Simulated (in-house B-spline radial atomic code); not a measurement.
Orbital energies and mean radii along the 56-electron series, configuration [Xe] 4f2. The effective charge is n√(-2ε), a non-relativistic measure. Computed with an all-electron radial atomic-structure program (B-spline basis): non-relativistic Hartree-Fock, average of the configuration, point nuclei.

This level leaves out relativity, spin-orbit splitting included, which matters for heavy ions.

```tsv
ion	Z	energy of 4s (Eh)	mean radius of 4s (bohr)	energy of 5s (Eh)	mean radius of 5s (bohr)	effective charge of 4s
Ce2+	58	-10.94	0.66789	-2.0451	1.6428	18.71
Pr3+	59	-12.121	0.65052	-2.628	1.5565	19.694
Nd4+	60	-13.4	0.63384	-3.2683	1.4789	20.707
```
